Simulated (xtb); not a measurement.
Au(CO) (CAuO), SMILES [C-](->[Au+])#[O+], charge +1, multiplicity 1. All values are semi-empirical tight-binding results from xtb (GFN2-xTB unless named), good for trends rather than for accurate numbers. Geometry: GFN2-xTB. The spin state was assumed, not searched. The isomer is the one that the SMILES or the coordinates give; other isomers of the formula were not compared.

For metal compounds this method's bond lengths and energies can be far off.

| Property | Result |
|---|---|
| point group as xtb finds it | C∞v |
| orbital gap | 3.76 eV |
| zero-point energy | 4.7 kcal/mol |
| G − E(el) at 298.15 K (modified RRHO) | -11.3 kcal/mol |
